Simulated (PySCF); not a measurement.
K (potassium, neutral) across methods

[Ar] 4s1, 2S determinant. Computed with PySCF 2.14 in aug-cc-pVDZ-X2C (6s5p3d, 36 functions), with the spin-free X2C one-electron Hamiltonian (Gaussian nucleus).

```json
{"method": "HSE06", "E (hartree)": "-602.075", "mean ε 3p α (eV)": "-20.639", "mean ε 3p β (eV)": "-20.563", "mean ε 4s α (eV)": "-2.682", "Σ⟨r²⟩ (bohr²)": "48.64", "⟨S²⟩": "0.750"}
{"method": "MN15", "E (hartree)": "-602.367", "mean ε 3p α (eV)": "-22.292", "mean ε 3p β (eV)": "-22.206", "mean ε 4s α (eV)": "-3.078", "Σ⟨r²⟩ (bohr²)": "49.93", "⟨S²⟩": "0.750"}
{"method": "LC-wPBE", "E (hartree)": "-602.080", "mean ε 3p α (eV)": "-24.158", "mean ε 3p β (eV)": "-24.107", "mean ε 4s α (eV)": "-4.313", "Σ⟨r²⟩ (bohr²)": "49.50", "⟨S²⟩": "0.750"}
{"method": "PBE", "E (hartree)": "-602.009", "mean ε 3p α (eV)": "-19.052", "mean ε 3p β (eV)": "-18.973", "mean ε 4s α (eV)": "-2.568", "Σ⟨r²⟩ (bohr²)": "48.54", "⟨S²⟩": "0.750"}
{"method": "UHF", "E (hartree)": "-601.45703", "mean ε 3p α (eV)": "-25.951", "mean ε 3p β (eV)": "-25.893", "mean ε 4s α (eV)": "-4.028", "Σ⟨r²⟩ (bohr²)": "50.99", "⟨S²⟩": "0.750"}
{"method": "PBE0", "E (hartree)": "-602.054", "mean ε 3p α (eV)": "-21.068", "mean ε 3p β (eV)": "-20.994", "mean ε 4s α (eV)": "-3.008", "Σ⟨r²⟩ (bohr²)": "48.75", "⟨S²⟩": "0.750"}
{"method": "r2SCAN", "E (hartree)": "-602.184", "mean ε 3p α (eV)": "-19.643", "mean ε 3p β (eV)": "-19.604", "mean ε 4s α (eV)": "-2.589", "Σ⟨r²⟩ (bohr²)": "48.64", "⟨S²⟩": "0.750"}
{"method": "PBEsol", "E (hartree)": "-601.201", "mean ε 3p α (eV)": "-18.957", "mean ε 3p β (eV)": "-18.887", "mean ε 4s α (eV)": "-2.565", "Σ⟨r²⟩ (bohr²)": "48.32", "⟨S²⟩": "0.750"}
```

Estimate the same row for LDA.

E (hartree) = -600.466; mean ε 3p α (eV) = -19.041; mean ε 3p β (eV) = -18.978; mean ε 4s α (eV) = -2.660; Σ⟨r²⟩ (bohr²) = 47.56; ⟨S²⟩ = 0.750.
